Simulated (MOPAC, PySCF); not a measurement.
Molecule: SnH (charge 0, doublet). SMILES: [SnH]
Geometry: optimised at B3LYP-D3(BJ)/def2-TZVP (Ansatz).

Unscaled harmonic wavenumbers (cm⁻¹) in rising order, each level at the stationary point that it reaches from this structure (no distance between atoms moves by over 0.3 Å); the order of modes can differ between levels, and a negative number is imaginary. B3LYP-D3(BJ)/def2-TZVP (PySCF, at the structure above): 1682.

PM3 (MOPAC): 2207. Zero-point energy 3.2 against 2.4 kcal/mol; where all levels lie over 400 cm⁻¹, the wavenumbers are on average 1.312 times those of B3LYP-D3(BJ)/def2-TZVP.

PM7 (MOPAC): 2269. Zero-point energy 3.2 against 2.4 kcal/mol; where all levels lie over 400 cm⁻¹, the wavenumbers are on average 1.349 times those of B3LYP-D3(BJ)/def2-TZVP.
